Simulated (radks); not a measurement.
Isoelectronic series with 38 electrons, each ion in its NIST ground configuration. Method: Dirac Kohn-Sham, PBE, spin-unpolarised, spherical densities, finite nucleus; open shells fill j = l - 1/2 first; Fermi nuclear charge, rms radius of each element as measured or else 0.836 A^(1/3) + 0.57 fm; computed with a radial shooting solver on a logarithmic mesh with Libxc functionals. Total energies (hartree) and orbital eigenvalues (hartree) (* marks an orbital that is empty in some or all of the ions):

ion    configuration  E (hartree)     5s1/2*      4p3/2      4p1/2
Sr          [Kr] 5s2  -3179.76593   -0.12957   -0.82478   -0.86741
Zr2+        [Kr] 4d2  -3598.18314   -0.58861   -1.70089   -1.76626
Nb3+        [Kr] 4d2  -3818.40407   -0.93824   -2.34662   -2.42716
Mo4+        [Kr] 4d2  -4045.90365   -1.34424   -3.07719   -3.17523
Tc5+        [Kr] 4d2  -4280.70166   -1.80235   -3.88534   -4.00329
Ru6+        [Kr] 4d2  -4522.81758   -2.31019   -4.76725   -4.90771
Rh7+        [Kr] 4d2  -4772.28267   -2.86626   -5.72059   -5.88634
Pd8+        [Kr] 4d2  -5029.12532   -3.46952   -6.74383   -6.93782
Ag9+        [Kr] 4d2  -5293.38098   -4.11923   -7.83587   -8.06126
Cd10+       [Kr] 4d2  -5565.08232   -4.81489   -8.99589   -9.25606
In11+       [Kr] 4d2  -5844.27278   -5.55609  -10.22328  -10.52186
Sn12+       [Kr] 4d2  -6130.98829   -6.34259  -11.51758  -11.85841
Sb13+       [Kr] 4d2  -6425.27329   -7.17418  -12.87842  -13.26561
Te14+       [Kr] 4d2  -6727.16894   -8.05076  -14.30553  -14.74344
I15+        [Kr] 4d2  -7036.72860   -8.97225  -15.79868  -16.29195
Xe16+       [Kr] 4d2  -7353.99383   -9.93863  -17.35771  -17.91127
Cs17+       [Kr] 4d2   -7679.0192  -10.94994  -18.98249  -19.60155
Ba18+       [Kr] 4d2   -8011.8534  -12.00620  -20.67292  -21.36302
La19+       [Kr] 4d2   -8352.5548  -13.10750  -22.42895  -23.19595
Ce20+       [Kr] 4d2   -8701.1772  -14.25396  -24.25054  -25.10062
Pr21+       [Kr] 4d2   -9057.7811  -15.44568  -26.13766  -27.07737
Nd22+       [Kr] 4d2   -9422.4252  -16.68283  -28.09032  -29.12657
Pm23+       [Kr] 4d2   -9795.1674  -17.96557  -30.10852  -31.24861
